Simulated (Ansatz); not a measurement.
germylsilane cation (GeH₆Si), SMILES [SiH3][GeH3] (connectivity only; charge and spin as stated), charge +1, multiplicity 2.

Geometry optimised at B3LYP-D3(BJ)/def2-TZVP. The multiplicity is an assumed one; other spin states were not compared.

Two levels are set side by side: PBE/def2-SVPD (Ansatz, a program for electronic structure) and ωB97X-V/def2-SVPD (Ansatz). Energy differences of separate SCF runs at the same geometry; the states with an electron removed or added have multiplicity 1 and 1. Differences are taken from unrounded values.

```csv
quantity,ωB97X-V
vertical ionisation energy (eV),15.41
vertical electron affinity (eV),8.28
```

Problem. What does PBE give, and how far is it from ωB97X-V? (Estimate from the structure and the level; the computed values follow.)

Solution. 
| quantity | PBE | PBE minus ωB97X-V |
|---|---|---|
| vertical ionisation energy (eV) | 15.47 | 0.06 |
| vertical electron affinity (eV) | 8.33 | 0.05 |

Here PBE gives about what the other level gives.
